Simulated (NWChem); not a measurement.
All runs are NWChem calculations. System: F2Ge, charge 0, spin multiplicity 1, optimised in this run. The structure started from a generated list of species. Level: PBE0/def2-SVP.

Input file:

```
start mol
memory heap 200 mb stack 900 mb global 1100 mb
geometry units angstroms
  Ge     0.000000     0.000000    -0.439313
  F      1.321297     0.000000     0.781001
  F     -1.321297     0.000000     0.781001
  symmetry group C2v
end
basis spherical
  * library def2-svp
end
dft
  xc pbe0
  semidirect memsize 60000000 filesize 0
  iterations 100
end
driver
  maxiter 80
end
task dft optimize
task dft freq
```

Part of the output:

```
             Northwest Computational Chemistry Package (NWChem) 7.3.0
             --------------------------------------------------------

                                NWChem Input Module
                                -------------------

 Scaling coordinates for geometry "geometry" by  1.889725989
 (inverse scale =  0.529177249)

 Turning off AUTOSYM since
 SYMMETRY directive was detected!

          ------
          auto-z
          ------

                             Geometry "geometry" -> ""
                             -------------------------

 Output coordinates in angstroms (scale by  1.889725989 to convert to a.u.)

  No.       Tag          Charge          X              Y              Z
 ---- ---------------- ---------- -------------- -------------- --------------
    1 Ge                  32.0000     0.00000000     0.00000000    -0.43931304
    2 F                    9.0000     1.32129700     0.00000000     0.78100096
    3 F                    9.0000    -1.32129700     0.00000000     0.78100096

 Effective nuclear repulsion energy (a.u.)     185.6879237314

            Nuclear Dipole moment (a.u.)
            ----------------------------
        X                 Y               Z
 ---------------- ---------------- ----------------
     0.0000000000     0.0000000000     0.0000000000

      Symmetry information
      --------------------

 Group name             C2v
 Group number             16
 Group order               4
 No. of unique centers     2

      Symmetry unique atoms

     1    2


 Summary of "ao basis" -> "" (spherical)
 ------------------------------------------------------------------------------
       Tag                 Description            Shells   Functions and Types
 ---------------- ------------------------------  ------  ---------------------
 *                          def2-svp                  on all atoms

                           NWChem Geometry Optimization
                           ----------------------------

 maximum gradient threshold         (gmax) =   0.000450
 rms gradient threshold             (grms) =   0.000300
 maximum cartesian step threshold   (xmax) =   0.001800
 rms cartesian step threshold       (xrms) =   0.001200
 fixed trust radius                (trust) =   0.300000
 maximum step size to saddle      (sadstp) =   0.100000
 energy precision                  (eprec) =   5.0D-06
 maximum number of steps          (nptopt) =   80
 initial hessian option           (inhess) =    0
 line search option               (linopt) =    1
 hessian update option            (modupd) =    1
 saddle point option              (modsad) =    0
 initial eigen-mode to follow     (moddir) =    0
 initial variable to follow       (vardir) =    0
 follow first negative mode     (firstneg) =    T
 apply conjugacy                    (opcg) =    F
 source of zmatrix                         =   autoz

          -------------------
          Energy Minimization
          -------------------

 Names of Z-matrix variables
    1              2              3

 Variables with the same non-blank name are constrained to be equal

 Using diagonal initial Hessian
 Scaling for Hessian diagonals: bonds = 1.00  angles = 0.25  torsions = 0.10

          --------
          Step   0
          --------

                         Geometry "geometry" -> "geometry"
                         ---------------------------------

 Output coordinates in angstroms (scale by  1.889725989 to convert to a.u.)

  No.       Tag          Charge          X              Y              Z
 ---- ---------------- ---------- -------------- -------------- --------------
    1 Ge                  32.0000     0.00000000     0.00000000    -0.43931304
    2 F                    9.0000     1.32129700     0.00000000     0.78100096
    3 F                    9.0000    -1.32129700     0.00000000     0.78100096

 Effective nuclear repulsion energy (a.u.)     185.6879237314

            Nuclear Dipole moment (a.u.)
            ----------------------------
        X                 Y               Z
 ---------------- ---------------- ----------------
     0.0000000000     0.0000000000     0.0000000000

      Symmetry information
      --------------------

 Group name             C2v
 Group number             16
 Group order               4
 No. of unique centers     2

      Symmetry unique atoms

     1    2

                                 NWChem DFT Module
                                 -----------------

 Summary of "ao basis" -> "ao basis" (spherical)
 ------------------------------------------------------------------------------
       Tag                 Description            Shells   Functions and Types
 ---------------- ------------------------------  ------  ---------------------
 Ge                         def2-svp                12       32   5s4p3d
 F                          def2-svp                 6       14   3s2p1d

 Summary of "ao basis" -> "ao basis" (spherical)
 ------------------------------------------------------------------------------
       Tag                 Description            Shells   Functions and Types
 ---------------- ------------------------------  ------  ---------------------
 Ge                         def2-svp                12       32   5s4p3d
 F                          def2-svp                 6       14   3s2p1d

      Symmetry analysis of basis
      --------------------------

        a1         25
        a2          7
        b1         17
        b2         11

            General Information
            -------------------
          SCF calculation type: DFT
[...]
     5     45    1.01D-04      46.6
     6     54    8.55D-06      50.0

 HESSIAN: the CPHF contributions are done

 Derivative Dipole

 X vector of derivative dipole (au) [debye/angstrom]
 d_dipole_x/<atom=   1,x> =     1.4686     [    7.0540]
 d_dipole_x/<atom=   1,y> =     0.0000     [    0.0000]
 d_dipole_x/<atom=   1,z> =    -0.0000     [   -0.0000]
 d_dipole_x/<atom=   2,x> =    -0.7343     [   -3.5270]
 d_dipole_x/<atom=   2,y> =    -0.0000     [   -0.0000]
 d_dipole_x/<atom=   2,z> =    -0.4617     [   -2.2175]
 d_dipole_x/<atom=   3,x> =    -0.7343     [   -3.5270]
 d_dipole_x/<atom=   3,y> =    -0.0000     [   -0.0000]
 d_dipole_x/<atom=   3,z> =     0.4617     [    2.2175]

 Y vector of derivative dipole (au) [debye/angstrom]
 d_dipole_y/<atom=   1,x> =    -0.0000     [   -0.0000]
 d_dipole_y/<atom=   1,y> =     0.4213     [    2.0237]
 d_dipole_y/<atom=   1,z> =    -0.0000     [   -0.0000]
 d_dipole_y/<atom=   2,x> =     0.0000     [    0.0000]
 d_dipole_y/<atom=   2,y> =    -0.2107     [   -1.0119]
 d_dipole_y/<atom=   2,z> =     0.0000     [    0.0000]
 d_dipole_y/<atom=   3,x> =     0.0000     [    0.0000]
 d_dipole_y/<atom=   3,y> =    -0.2107     [   -1.0119]
 d_dipole_y/<atom=   3,z> =     0.0000     [    0.0000]

 Z vector of derivative dipole (au) [debye/angstrom]
 d_dipole_z/<atom=   1,x> =    -0.0000     [   -0.0000]
 d_dipole_z/<atom=   1,y> =    -0.0000     [   -0.0000]
 d_dipole_z/<atom=   1,z> =     1.4785     [    7.1016]
 d_dipole_z/<atom=   2,x> =    -0.3085     [   -1.4817]
 d_dipole_z/<atom=   2,y> =     0.0000     [    0.0000]
 d_dipole_z/<atom=   2,z> =    -0.7393     [   -3.5508]
 d_dipole_z/<atom=   3,x> =     0.3085     [    1.4817]
 d_dipole_z/<atom=   3,y> =     0.0000     [    0.0000]
 d_dipole_z/<atom=   3,z> =    -0.7393     [   -3.5508]

 HESSIAN: the Hessian is done

  Vibrational analysis via the FX method

  See chapter 2 in "Molecular Vibrations" by Wilson, Decius and Cross

  Vib: Default input used

 ---------------------------- Atom information ----------------------------
     atom    #        X              Y              Z            mass
 --------------------------------------------------------------------------
    Ge       1  0.0000000D+00  0.0000000D+00 -7.4847072D-01  7.3921900D+01
    F        2  2.4765175D+00  0.0000000D+00  1.4350225D+00  1.8998400D+01
    F        3 -2.4765175D+00  0.0000000D+00  1.4350225D+00  1.8998400D+01
 --------------------------------------------------------------------------

          ----------------------------------------------------
          MASS-WEIGHTED NUCLEAR HESSIAN (Hartree/Bohr/Bohr/Kamu)
          ----------------------------------------------------

               1            2            3            4            5            6            7            8            9
   ----- ----- ----- ----- -----
    1    4.08275D+00
    2    1.39967D-06 -6.23483D-04
    3    5.14472D-07 -9.60663D-07  4.05367D+00
    4   -4.02698D+00  1.03629D-08 -3.34261D+00  8.75939D+00
    5   -1.10947D-07  5.75550D-04 -1.40646D-08 -1.51992D-06 -1.00960D-03
    6   -3.55101D+00  7.55665D-08 -3.99813D+00  6.79875D+00  1.67634D-06  7.03054D+00
    7   -4.02698D+00  1.07884D-09  3.34261D+00 -8.16184D-01 -1.51029D-08  2.05523D-01  8.75938D+00
    8   -1.69872D-08  5.75510D-04 -3.74927D-09  1.51616D-08 -1.28223D-04  1.38484D-08 -1.58656D-08 -1.01183D-03
    9    3.55101D+00  1.54717D-09 -3.99813D+00 -2.05521D-01 -5.81720D-09  8.55814D-01 -6.79875D+00  1.81309D-08  7.03053D+00


 ----------------------------------------------------------------------------
 Normal Eigenvalue ||         Derivative Dipole Moments (debye/angs)
  Mode   [cm**-1]  ||      [d/dqX]             [d/dqY]           [d/dqZ]
 ------ ---------- || ------------------ ------------------ -----------------
    1       -6.771 ||      -0.000              -0.404             0.000
    2       -5.535 ||      -0.233               0.000            -0.000
    3       -4.829 ||      -0.001               0.000            -0.000
    4       -2.422 ||      -0.036               0.000            -0.000
    5       -1.815 ||       0.000              -0.000             0.000
    6       -0.852 ||      -0.000               0.004            -0.000
    7      260.060 ||      -0.000               0.000             0.564
    8      693.529 ||       1.564              -0.000            -0.000
    9      707.752 ||       0.000               0.000            -1.387
 ----------------------------------------------------------------------------

 ----------------------------------------------------------------------------
 Normal Eigenvalue ||                 Infra Red Intensities
  Mode   [cm**-1]  || [atomic units] [(debye/angs)**2] [(KM/mol)] [arbitrary]
 ------ ---------- || -------------- ----------------- ---------- -----------
    1       -6.771 ||    0.007073           0.163         6.895       2.994
    2       -5.535 ||    0.002343           0.054         2.284       0.992
    3       -4.829 ||    0.000000           0.000         0.000       0.000
    4       -2.422 ||    0.000057           0.001         0.056       0.024
    5       -1.815 ||    0.000000           0.000         0.000       0.000
    6       -0.852 ||    0.000001           0.000         0.001       0.000
    7      260.060 ||    0.013772           0.318        13.425       5.831
    8      693.529 ||    0.105977           2.445       103.312      44.870
    9      707.752 ||    0.083348           1.923        81.251      35.288
 ----------------------------------------------------------------------------

        Vibrational analysis via the FX method
  --- with translations and rotations projected out ---
  --- via the Eckart algorithm                      ---
 Projected Nuclear Hessian trans-rot subspace norm:7.7519D-33
                         (should be close to zero!)

          --------------------------------------------------------
          MASS-WEIGHTED PROJECTED HESSIAN (Hartree/Bohr/Bohr/Kamu)
          --------------------------------------------------------

               1            2            3            4            5            6            7            8            9
   ----- ----- ----- ----- -----
    1    4.08310D+00
    2    8.95194D-23  0.00000D+00
    3    2.21118D-07  0.00000D+00  4.05372D+00
    4   -4.02706D+00  1.13123D-22 -3.34257D+00  8.75958D+00
    5   -3.20054D-22  9.04097D-20  3.09018D-22  3.48316D-22  0.00000D+00
    6   -3.55058D+00 -4.41454D-23 -3.99808D+00  6.79854D+00  0.00000D+00  7.03071D+00
    7   -4.02706D+00 -6.58732D-23  3.34257D+00 -8.15992D-01  3.89134D-22  2.05151D-01  8.75958D+00
    8   -3.36609D-22 -9.04097D-20  2.56595D-22  2.34025D-22 -2.22922D-20  3.79270D-23  4.24510D-22  0.00000D+00
    9    3.55058D+00  6.65630D-23 -3.99808D+00 -2.05151D-01 -5.57850D-22  8.55702D-01 -6.79854D+00 -5.44244D-22  7.03071D+00

 center of mass
 --------------
 x =   0.00000000 y =   0.00000000 z =  -0.00716693

 moments of inertia (a.u.)
 ------------------
         119.652340876784           0.000000000000           0.000000000000
           0.000000000000         352.691989385290           0.000000000000
           0.000000000000           0.000000000000         233.039648508506

 Rotational Constants
 --------------------
 A=   0.503126 cm-1  (  0.723870 K)
 B=   0.258326 cm-1  (  0.371665 K)
 C=   0.170688 cm-1  (  0.245576 K)

 Temperature                      =   298.15K
 frequency scaling parameter      =   1.0000

 Zero-Point correction to Energy  =    2.374 kcal/mol  (  0.003783 au)
 Thermal correction to Energy     =    4.588 kcal/mol  (  0.007311 au)
 Thermal correction to Enthalpy   =    5.180 kcal/mol  (  0.008255 au)

 Total Entropy                    =   64.721 cal/mol-K
   - Translational                =   40.036 cal/mol-K (mol. weight = 111.9187)
   - Rotational                   =   22.414 cal/mol-K (symmetry #  =        2)
   - Vibrational                  =    2.271 cal/mol-K

 Cv (constant volume heat capacity) =    9.359 cal/mol-K
   - Translational                  =    2.979 cal/mol-K
   - Rotational                     =    2.979 cal/mol-K
   - Vibrational                    =    3.400 cal/mol-K


 ----------------------------------------------------------------------------
 Normal Eigenvalue ||    Projected Derivative Dipole Moments (debye/angs)
  Mode   [cm**-1]  ||      [d/dqX]             [d/dqY]           [d/dqZ]
 ------ ---------- || ------------------ ------------------ -----------------
    1       -0.000 ||      -0.134              -0.000            -0.000
    2       -0.000 ||       0.185               0.000            -0.000
    3        0.000 ||       0.000               0.235            -0.000
    4        0.000 ||      -0.000              -0.232             0.000
    5        0.000 ||      -0.000              -0.232             0.000
    6        0.000 ||       0.055               0.000            -0.000
    7      260.055 ||      -0.000              -0.000             0.564
    8      693.522 ||       1.564              -0.000            -0.000
    9      707.754 ||      -0.000               0.000            -1.387
 ----------------------------------------------------------------------------

 ----------------------------------------------------------------------------
 Normal Eigenvalue ||           Projected Infra Red Intensities
  Mode   [cm**-1]  || [atomic units] [(debye/angs)**2] [(KM/mol)] [arbitrary]
 ------ ---------- || -------------- ----------------- ---------- -----------
    1       -0.000 ||    0.000782           0.018         0.762       0.331
    2       -0.000 ||    0.001486           0.034         1.449       0.629
    3        0.000 ||    0.002401           0.055         2.341       1.017
    4        0.000 ||    0.002336           0.054         2.277       0.989
    5        0.000 ||    0.002336           0.054         2.277       0.989
    6        0.000 ||    0.000132           0.003         0.128       0.056
    7      260.055 ||    0.013772           0.318        13.425       5.831
    8      693.522 ||    0.105978           2.445       103.313      44.870
    9      707.754 ||    0.083347           1.923        81.251      35.288
 ----------------------------------------------------------------------------

 Task  times  cpu:       37.3s     wall:       37.3s

 Total times  cpu:       50.0s     wall:       50.0s
```
